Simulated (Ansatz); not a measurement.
One change: `N[SiH2]S[SiH2]N` becomes `N[SiH2][S][GeH2][NH2]`.

Ansatz, PBE0-D4/def2-TZVP geometries, multiplicity 1. Each molecule was computed in one conformer, which needn't be the lowest.

Scalar relativity is left out up to krypton.

```tsv
property	`N[SiH2]S[SiH2]N`
HOMO energy (ωB97M-V/def2-TZVPP) / eV	-9.39
size of the dipole moment (ωB97M-V/def2-TZVPP) / D	2.92
HOMO–LUMO gap (ωB97M-V/def2-TZVPP) / eV	11.19
LUMO energy (B3LYP/def2-TZVPP) / eV	0.04
LUMO energy (PBE0/def2-TZVPP) / eV	0.30
HOMO energy (PBE0/def2-TZVPP) / eV	-7.19
```

(1) What does the change do to each property? (Best estimate.)

Results:

(1) Ansatz gave: 
```csv
property,`N[SiH2][S][GeH2][NH2]`,shift
HOMO energy (ωB97M-V/def2-TZVPP) / eV,-9.31,0.08
size of the dipole moment (ωB97M-V/def2-TZVPP) / D,2.23,-0.69
HOMO–LUMO gap (ωB97M-V/def2-TZVPP) / eV,10.86,-0.33
LUMO energy (B3LYP/def2-TZVPP) / eV,-0.26,-0.30
LUMO energy (PBE0/def2-TZVPP) / eV,-0.02,-0.32
HOMO energy (PBE0/def2-TZVPP) / eV,-7.13,0.06
```

With PBE0 the HOMO rises by 0.06 eV and the LUMO falls by 0.32 eV, so the gap narrows by about 0.38 eV. PBE moves the HOMO by 0.06 eV and ωB97M-V by 0.08 eV. Dipoles are sizes alone; their direction can turn.

B3LYP here is the variant with VWN-RPA as its local correlation; programs differ in this.
